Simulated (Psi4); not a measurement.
Pair of molecules, SMILES C#N with SMILES O=CO (the first has 3 atoms); geometry from B3LYP-D3(BJ)/def2-TZVP, rigid monomers moved along the line of their centres of mass till N2···H8 is 2.20 Å.
(charge 0, multiplicity 1):
| atom | x (Å) | y (Å) | z (Å) |
|---|---|---|---|
| C | 0.2913 | 0.1946 | -0.1467 |
| N | -0.2525 | -0.2945 | 0.7320 |
| H | 0.8014 | 0.6532 | -0.9642 |
| O | 0.9476 | 0.6408 | 4.0942 |
| C | 0.1050 | -0.0908 | 4.5387 |
| O | -0.7618 | -0.8118 | 3.8271 |
| H | -0.0600 | -0.2613 | 5.6121 |
| H | -0.6080 | -0.6544 | 2.8695 |

All values below come from SAPT0/jun-cc-pV(D+d)Z in Psi4.

Question: Give the four SAPT terms and the total, and say what mostly holds the pair together.

Answer: electrostatics -262.9, exchange 142.9, induction -69.9, dispersion -58.4, total -248.3 meV; the largest attraction is electrostatics.
